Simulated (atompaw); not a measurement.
**Reading a pseudo-wave (lanthanum (La))**

Columns: radius, all-electron u(r) and pseudo u(r) of the 6p shell (level -1.34 eV) of lanthanum in the configuration [Kr] 4d10 4f0 5s2 5p6 5d1 6s2 6p0; PBEsol, scalar-relativistic, PAW (atompaw) scheme, atompaw 4.2.0.5.

```tsv
r (bohr)	all-electron	pseudo
0.115	-0.0086	-0.0026
0.231	-0.0735	-0.0105
0.346	0.0214	-0.0229
0.462	0.1040	-0.0393
0.577	0.1145	-0.0582
0.692	0.0705	-0.0787
0.808	0.0016	-0.0995
0.923	-0.0680	-0.1189
1.038	-0.1263	-0.1355
1.154	-0.1682	-0.1482
1.269	-0.1922	-0.1557
1.385	-0.2000	-0.1573
1.500	-0.1939	-0.1525
1.615	-0.1768	-0.1410
1.731	-0.1509	-0.1230
1.846	-0.1190	-0.0992
1.962	-0.0828	-0.0700
2.077	-0.0444	-0.0370
2.192	-0.0048	-0.0012
2.308	0.0352	0.0367
2.423	0.0742	0.0747
2.538	0.1120	0.1121
2.654	0.1486	0.1486
2.769	0.1830	0.1830
2.885	0.2156	0.2156
3.000	0.2458	0.2458
```

Task: How many radial nodes do the two functions have?

Result: The all-electron 6p function has n − l − 1 = 4 (the table is too coarse to show those close to the nucleus); the pseudo-wave has 1, since 1 lower shell of the same l stays in the valence.

Task: Is the pseudo-wave norm-conserving?

Result: No, it belongs to a PAW set: the norm inside the radius is not constrained, and the difference is carried by the augmentation charge.
